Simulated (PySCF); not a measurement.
## First hyperpolarisability: SMILES FC(F)(F)c1ccc(Cl)cc1, C$_{7}$H$_{4}$ClF$_{3}$

Geometry (Å), atoms numbered from 1 in this order:
```xyz
15

F     2.689    0.340    1.239
C     2.218    0.236   -0.010
F     2.588    1.346   -0.657
F     2.841   -0.795   -0.584
C     0.725    0.069   -0.022
C     0.151   -1.180   -0.255
C    -1.232   -1.329   -0.236
C    -2.035   -0.218    0.018
Cl   -3.754   -0.395    0.038
C    -1.470    1.037    0.251
C    -0.088    1.176    0.229
H     0.789   -2.042   -0.458
H    -1.694   -2.300   -0.420
H    -2.117    1.895    0.444
H     0.362    2.156    0.402
```

The calculation used quadratic response CAM-B3LYP/aug-cc-pVDZ first hyperpolarisability, Taylor convention, gas phase (PySCF). Geometry: PBE0-D3(BJ)/def2-SVP.

Give β for the processes computed.

In 10⁻³⁰ esu, Taylor convention; the vector part is βᵢ = ⅓ Σⱼ (βᵢⱼⱼ + βⱼᵢⱼ + βⱼⱼᵢ); β∥ is 3/5 of the vector part along the dipole, the dipole points from − to +:
```csv
process,λ (nm),β vector norm,β∥,β HRS,depolarisation ratio
"static β(0;0,0)",∞,0.40,0.24,0.36,1.86
"second harmonic β(−2ω;ω,ω)",1907,0.48,0.28,0.39,1.95
"Pockels β(−ω;ω,0)",1907,0.42,0.25,–,–
"second harmonic β(−2ω;ω,ω)",1064,0.70,0.41,0.48,2.20
"Pockels β(−ω;ω,0)",1064,0.48,0.29,–,–
```

Which lowest excitations, dipole and polarisabilities go with it?

S1 5.28 eV (f = 0.000); S2 5.80 eV (f = 0.141); S3 6.65 eV (f = 0.001); dipole 1.17 D; isotropic α 97.2 au static, 97.5 au at 1907 nm, 98.2 au at 1064 nm, 98.5 au at 953.5 nm, 101.8 au at 532 nm.
